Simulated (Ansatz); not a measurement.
Saddle point of GeH₆S, singlet (GeH₄ + H₂S → GeH₄S ([SH][GeH3]) + H₂; bonds formed: Ge1–S7, H2–H6; bonds broken: Ge1–H2, H6–S7), PBE0-D4/def2-TZVP structure:

Ge1  (-0.710, -0.450, -0.143)
H2  (1.013, -0.713, -0.716)
H3  (-1.042, -0.995, -1.558)
H4  (-1.736, 0.679, 0.086)
H5  (-0.721, -1.546, 0.919)
H6  (1.267, -0.069, -0.021)
S7  (0.989, 1.075, 1.195)
H8  (0.942, 2.018, 0.239)
(Å)

Energies are electronic, without zero-point energy. Barriers and step energies count from the start structure reached by relaxing down the imaginary mode; all methods use the PBE0-D4 structures, on which another method's saddle can fall below an end. Program: Ansatz 0.2.0. Basis: def2-TZVPP, with def2-QZVPP for the basis limit. Cores are frozen in the correlated methods. Filled d shells of the heavier atoms are correlated. The def2 sets are not built for correlating such inner shells, so the correlated values are less sure here. B3LYP uses VWN-RPA correlation. Extrapolation: Hartree–Fock as exp(−7.88 √X), correlation as X^−2.97.

```csv
method,barrier (kcal/mol),step energy (kcal/mol)
SPW92,40.08,-3.51
PBE-D4,44.86,-5.50
BLYP-D4,48.95,-5.08
r2SCAN-D4,49.38,-5.28
B97M-V,52.85,-3.08
PBE0-D4,50.35,-4.93
B3LYP-D4,53.29,-4.44
r2SCAN0-D4,?,-4.88
BHLYP-D4,59.54,-3.82
CAM-B3LYP-D4,57.63,-2.96
wB97X-V,58.00,-4.00
wB97M-V,?,-4.15
B2PLYP,?,-4.35
PBE-QIDH,55.15,-5.01
RPA on PBE,57.47,-3.31
HF,73.02,-1.85
MP2,56.59,-5.98
CCSD,61.05,-3.20
CCSD(T),57.78,-4.04
```

**Question.** Fill in the withheld barriers. (An estimate is asked for; the value comes from the calculation.)

**Answer.** The calculation gives: B2PLYP 56.11; wB97M-V 56.37; r2SCAN0-D4 53.10 kcal/mol. Each is the energy of the saddle less that of the start structure, by the same method.

For comparison, the barrier by CCSD(T) at an estimated basis limit (MP2 extrapolated from triple and quadruple zeta, plus CCSD(T) − MP2 in triple zeta) is 57.26 kcal/mol.

The T1 diagnostic stays at or below 0.015.

Labels in which every atom is bracketed show which atoms are joined, not bond orders.

For scale, one of the runs: CCSD(T)/def2-TZVPP, 174 basis functions, launched by `ansatz run in.yaml --threads 2 --pin off --events-out ev --progress --plain --max-ram 4352MiB`. Hardware: 2 CPU threads, shared host. Wall time 38 s; peak host memory 1.4 GiB.
